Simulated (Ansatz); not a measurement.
`C#[C][GaH][CH3]` + H₂S → `C#[C][GaH][SH]` + CH₄  (ligand exchange at a Ga–C bond)

Calculated with Ansatz (gas phase, PBE0-D4/def2-TZVP geometries, no zero-point term in ΔE). CCSD(T)/CBS is the MP2 limit (def2-TZVPP, def2-QZVPP) plus CCSD(T) − MP2 in def2-TZVPP, frozen cores. This one scheme is used for every species. DFT in def2-TZVPP. HSE06 is defined as in plane-wave codes. For Ga outer-core shells are correlated without core-valence functions, which leaves a few kJ/mol of doubt a bond. Scalar relativity is left out up to krypton. One conformer a species, not always the lowest.

`C#[C][GaH][CH3]`:

Cartesian coordinates in Å:
```
C -2.047 -0.208 1.804
C -0.994 0.044 1.264
Ga 0.674 0.435 0.386
C 0.880 -0.163 -1.467
H -2.974 -0.428 2.282
H 1.755 1.201 1.218
H 0.050 0.209 -2.072
H 1.820 0.165 -1.911
H 0.837 -1.255 -1.503
```

H₂S:

Z-matrix (Å, degrees):
```
S
H 1 1.341
H 1 1.341 2 92.3
```

`C#[C][GaH][SH]`:

Cartesian coordinates in Å:
```
C -1.749 0.772 -0.854
C -0.757 0.558 -0.198
Ga 0.813 0.203 0.827
S 1.913 -1.628 0.333
H -2.625 0.964 -1.431
H 1.344 1.115 1.964
H 1.062 -1.985 -0.643
```

CH₄:

Z-matrix (Å, degrees):
```
C
H 1 1.090
H 1 1.090 2 109.5
H 1 1.090 2 109.5 3 -120.0
H 1 1.090 2 109.5 3 120.0
```

```csv
level,ΔE (kJ/mol)
HSE06-D4,-117.0
B2PLYP,-116.2
HF/def2-SVP,-122.2
MP2/def2-TZVPP,-115.7
```

(1) What does CCSD(T)/CBS give? (Best estimate.)

(2) What do rigid-rotor, harmonic-oscillator terms from PBE0-D4/def2-TZVP frequencies (298.15 K, 1 bar) make of the CCSD(T)/CBS value? (Estimate.)

Largest T1 diagnostic among the species: 0.014.

Results:

(1) The calculation gave: -112.7 kJ/mol. The listed levels differ from it by -4.3, -3.5, -9.5, -3.0 kJ/mol.

(2) The calculation gave: ΔZPE = +10.2 kJ/mol, ΔH = -103.8 kJ/mol, ΔS = -32 J/(mol·K), ΔG = -94.2 kJ/mol. Modes under 50 cm⁻¹ make the entropy rough.

At CCSD(T), def2-SVP lies −7.9 kJ/mol from the extrapolated value and def2-TZVPP +0.2 kJ/mol. In def2-TZVPP, CCSD(T) changes the Hartree–Fock value by +6.9 kJ/mol (the triples alone add −1.2 kJ/mol) and MP2 by +3.6 kJ/mol.
